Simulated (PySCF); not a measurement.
Structure elucidation problem

The spectra below were simulated for a compound C5H6ClNSi.

¹H NMR (400 MHz, computed): δ 6.05 (s, 1H), 4.11 (s, 3H), 3.19 (m, 1H), 2.89 (m, 1H).

¹³C{¹H} NMR (computed): δ 146.2 (C), 140.8 (CH), 124.0 (C), 49.3 (CH2), 19.9 (C).

- GFN2-xTB structure
- PBE0/pcSseg-1 with gauge-including orbitals
- code: PySCF 2.14.0 with density-fitted response routines
- gas phase, equivalent nuclei averaged, a single conformation, no relativistic terms

Chemical shifts δ = σref − σ; ¹H and ¹³C against TMS, all at this level.

Q: Propose a structure and justify it.

A: 
1. Rings plus π bonds: 4 (1 ring in the answer).
2. 5 carbon signals for 5 carbons: no two carbons are equivalent.
3. Carbon types of the structure: 3 × C, 1 × CH, 1 × CH2, leaving 3 H on heteroatoms.
4. δC 146.2: fully substituted alkene carbon; as expected for a trigonal carbon in a double bond.
5. δC 140.8: alkene CH; an sp2 carbon of a C=C bond.
6. δC 124.0: nitrile carbon; C≡N carbons fall here, among the sp2 signals but without a proton.
7. δC 49.3: allylic sp3 CH2; a saturated carbon with 2 carbon neighbours and no heteroatom attached.
8. δC 19.9: allylic fully substituted sp3 carbon bonded to Si.
9. δH 6.05: hydrogen on an alkene CH; olefinic region.
10. δH 3.19, 2.89: hydrogen on an allylic sp3 CH2; allylic position.

The compound is SMILES N#C[C@@]1([SiH3])C=C(Cl)C1.

This is the structure that produced the data.

Carbons that carry Cl, above all several Cl atoms, come out too deshielded, partly because spin–orbit coupling is missing. Shifts are as computed. Against solution values, carbons near 30 ppm lie about +3 ppm off and those near 130 ppm about +5 ppm; carbons on Cl a further +6 ppm. Of 1211 compounds with measured shifts, 218 miss one by over three times the rms of a fit or turn the order of signals round; such compounds aren't used in these exercises. Multiplicities follow the n + 1 count of equivalent neighbours, as no J values were calculated; m marks all less simple cases, F and P coupling included.
